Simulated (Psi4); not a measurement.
OSi, charge +1, doublet, at a GFN2-xTB geometry (a state made from the parent by changing its charge; the spin is typed, not shown lowest); TPSS/6-31G* (Psi4).

The Psi4 input:
```
memory 2 GB

molecule {
1 2
Si   -0.00000000   -0.00000000   -0.54024550
O     0.00000000    0.00000000    0.94542963
}

set {
  basis 6-31g*
  reference uks
  ints_tolerance 1e-8
}

energy('tpss')
print_variables()
```

The log (banner, timings and long lists left out):

```
   => Loading Basis Set <=

    Name: 6-31G*
    Role: ORBITAL
    Keyword: BASIS

         ---------------------------------------------------------
                                   SCF
               by Justin Turney, Rob Parrish, Andy Simmonett
                          and Daniel G. A. Smith
                              UKS Reference
         ---------------------------------------------------------

  ==> Geometry <==

    Molecular point group: c2v
    Full point group: C_inf_v

    Geometry (in Angstrom), charge = 1, multiplicity = 2:

       Center              X                  Y                   Z               Mass
    ------------   -----------------  -----------------  -----------------  -----------------
         SI           0.000000000000     0.000000000000    -0.540419646597    27.976926534650
         O            0.000000000000     0.000000000000     0.945255483403    15.994914619570

  Running in c2v symmetry.

  Rotational constants: A = ************  B =      0.75048  C =      0.75048 [cm^-1]
  Rotational constants: A = ************  B =  22498.94813  C =  22498.94813 [MHz]
  Nuclear repulsion =   39.892871865627853

  Charge       = 1
  Multiplicity = 2
  Electrons    = 21
  Nalpha       = 11
  Nbeta        = 10

  ==> Algorithm <==

  SCF Algorithm Type is DF.
  DIIS enabled.
  MOM disabled.
  Fractional occupation disabled.
  Guess Type is SAD.
  Energy threshold   = 1.00e-06
  Density threshold  = 1.00e-06
  Integral threshold = 1.00e-08

  ==> Primary Basis <==

  Basis Set: 6-31G*
    Blend: 6-31G*
    Number of shells: 14
    Number of basis functions: 34
    Number of Cartesian functions: 34
    Spherical Harmonics?: false
    Max angular momentum: 2

  ==> DFT Potential <==

   => LibXC <=

    Version 7.1.2
    S. Lehtola, C. Steigemann, M. J. T. Oliveira, and M. A. L. Marques,  SoftwareX 7, 1–5 (2018) (10.1016/j.softx.2017.11.002)

   => Composite Functional: TPSS <=

    TPSS Meta-GGA XC Functional

    J. Tao, et al., Phys. Rev. Lett., 91, 146401, 2003

    Deriv               =              1
    GGA                 =           TRUE
    Meta                =           TRUE

    Exchange Hybrid     =          FALSE
    MP2 Hybrid          =          FALSE

   => Exchange Functionals <=

    1.0000   XC_MGGA_X_TPSS

   => Correlation Functionals <=

    1.0000   XC_MGGA_C_TPSS

   => LibXC Density Thresholds  <==

    XC_MGGA_C_TPSS:  1.00E-15
    XC_MGGA_X_TPSS:  1.00E-15

   => Molecular Quadrature <=

[...]
   @S^2 Expected:                7.500000000E-01
   @S^2 Observed:                7.555152004E-01
   @S   Expected:                5.000000000E-01
   @S   Observed:                5.000000000E-01

    Orbital Energies [Eh]
    ---------------------

    Alpha Occupied:

[...]
    Alpha Virtual:

[...]
    Beta Occupied:

[...]
       2B1    -0.607696

    Beta Virtual:

[...]
    Final Occupation by Irrep:
             A1    A2    B1    B2
    DOCC [     6,    0,    2,    2 ]
    SOCC [     1,    0,    0,    0 ]
    NA   [     7,    0,    2,    2 ]
    NB   [     6,    0,    2,    2 ]

  @DF-UKS Final Energy:  -364.31270600602653

   => Energetics <=

    Nuclear Repulsion Energy =             39.8928718656278534
    One-Electron Energy =                -576.4579478250946067
    Two-Electron Energy =                 201.4203540242435508
    DFT Exchange-Correlation Energy =     -29.1679840708033673
    Empirical Dispersion Energy =           0.0000000000000000
    VV10 Nonlocal Energy =                  0.0000000000000000
    Total Energy =                       -364.3127060060265308

  UHF NO Occupations:
  HONO-2 :    2 B2 1.9998745
  HONO-1 :    6 A1 1.9975854
  HONO-0 :    7 A1 1.0000000
  LUNO+0 :    8 A1 0.0024146
  LUNO+1 :    3 B2 0.0001255
  LUNO+2 :    3 B1 0.0001255
  LUNO+3 :    9 A1 0.0000939

Computation Completed

Properties will be evaluated at   0.000000,   0.000000,   0.000000 [a0]

Properties computed using the SCF density matrix

 Multipole Moments:

 ------------------------------------------------------------------------------------
     Multipole            Electronic (a.u.)      Nuclear  (a.u.)        Total (a.u.)
 ------------------------------------------------------------------------------------

 L = 1.  Multiply by 2.5417464519 to convert [e a0] to [Debye]
 Dipole X            :          0.0000000            0.0000000            0.0000000
 Dipole Y            :          0.0000000            0.0000000            0.0000000
 Dipole Z            :         -1.6364962           -0.0072399           -1.6437361
 Magnitude           :                                                    1.6437361

 ------------------------------------------------------------------------------------

  Variable Map:
  ----------------------------------------------------------------------------
[...]
  Array Variable Map:
  ----------------------------------------------------------------------------
[...]
[...]
```
